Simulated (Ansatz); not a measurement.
Two structures of SiH₂SF₂, closed shell, reached by relaxing down either side of one saddle point (PBE0-D4/def2-TZVP). Energies are electronic, without zero-point energy. Computed with Ansatz 0.2.0 (basis: def2-TZVPP and def2-QZVPP); correlated methods freeze the cores. Extrapolation: Hartree–Fock as exp(−7.88 √X), correlation as X^−2.97. First:

```csv
atom,x (Å),y (Å),z (Å)
Si1,-0.1081,0.4435,0.1554
H2,-0.4031,1.1659,-1.0918
S3,1.1025,-1.2624,-0.0857
H4,0.2348,-1.8220,-0.9482
F5,-1.4992,0.0804,0.8206
F6,0.6732,1.3946,1.1497
```

Second:

```
atom    x (Å)    y (Å)    z (Å)
 Si1   0.0952  -0.1457   0.7352
  H2  -0.3544   0.6171  -1.5400
  S3   0.9492  -1.8631   0.7633
  H4  -0.0201  -0.0588  -1.5842
  F5  -1.4397   0.1765   0.8473
  F6   0.7698   1.2739   0.7786
```

Which bonds change from the first to the second?

SiH₂SF₂ ([F][SiH]([F])[SH]) → SiSF₂ ([F][Si]([F])[S]) + H₂; bonds formed: H2–H4; bonds broken: Si1–H2, S3–H4.

Give the saddle point's structure and its height above each. (Judge from chemistry; the value comes from the calculation.)

By the calculation: 52.51 kcal/mol above the first and 17.76 kcal/mol above the second (CCSD(T) at an estimated basis limit (MP2 extrapolated from triple and quadruple zeta, plus CCSD(T) − MP2 in triple zeta)).
```
6
angstrom
Si -0.0283 0.0835 0.4237
H -0.2320 0.3908 -1.2172
S 0.8367 -1.6730 0.1807
H 0.2068 -0.4863 -1.1169
F -1.5131 0.2854 0.8998
F 0.7299 1.3996 0.8300
```

No T1 diagnostic of these runs exceeds 0.014.

Labels in which every atom is bracketed show which atoms are joined, not bond orders.

For scale, one of the runs: CCSD(T)/def2-TZVPP, 174 basis functions, launched by `ansatz run in.yaml --threads 2 --pin off --events-out ev --progress --plain --max-ram 4352MiB`. Time: 52 s of wall clock on 2 CPU threads of an Arm Neoverse V1; the host was shared. Peak host memory: 1.5 GiB.
